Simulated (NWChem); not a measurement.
Molecule: CH4GeO; SMILES O=[CH][GeH3]

```xyz
7

O     -0.3493    -2.1362     0.0000
C      0.4677    -1.2422     0.0000
Ge    -0.0370     0.7183     0.0001
H      1.5832    -1.4697     0.0000
H      0.5713     1.3943     1.2590
H     -1.5766     0.8556    -0.0036
H      0.5778     1.3965    -1.2544
```
Atoms are numbered in this order, from 1.

Level: PBE-D3(BJ)/def2-SVP (NWChem), optimised geometry, unscaled harmonic frequencies. 

```json
[
 {"frequency (cm⁻¹)": "19", "IR intensity (km/mol)": "3.8"},
 {"frequency (cm⁻¹)": "253", "IR intensity (km/mol)": "8.6"},
 {"frequency (cm⁻¹)": "401", "IR intensity (km/mol)": "11.2"},
 {"frequency (cm⁻¹)": "426", "IR intensity (km/mol)": "14.7"},
 {"frequency (cm⁻¹)": "652", "IR intensity (km/mol)": "29.4"},
 {"frequency (cm⁻¹)": "764", "IR intensity (km/mol)": "137.6"},
 {"frequency (cm⁻¹)": "815", "IR intensity (km/mol)": "39.6"},
 {"frequency (cm⁻¹)": "846", "IR intensity (km/mol)": "21.2"},
 {"frequency (cm⁻¹)": "877", "IR intensity (km/mol)": "0.0"},
 {"frequency (cm⁻¹)": "1330", "IR intensity (km/mol)": "33.9"},
 {"frequency (cm⁻¹)": "1761", "IR intensity (km/mol)": "185.5"},
 {"frequency (cm⁻¹)": "2063", "IR intensity (km/mol)": "49.9"},
 {"frequency (cm⁻¹)": "2079", "IR intensity (km/mol)": "106.5"},
 {"frequency (cm⁻¹)": "2114", "IR intensity (km/mol)": "88.1"},
 {"frequency (cm⁻¹)": "2713", "IR intensity (km/mol)": "186.5"}
]
```

The zero-point energy is 24.5 kcal/mol. The thermal correction to the enthalpy at 298.15 K (with zero-point energy) is 28.3 kcal/mol, the heat capacity Cv is 16.1 cal/(mol K) and the entropy at 298.15 K and 1 atm (symmetry number 1) is 75.3 cal/(mol K). The dipole moment is 1.73 D.

Rigid rotor and harmonic oscillator; modes under 100 cm⁻¹ make the entropy uncertain.
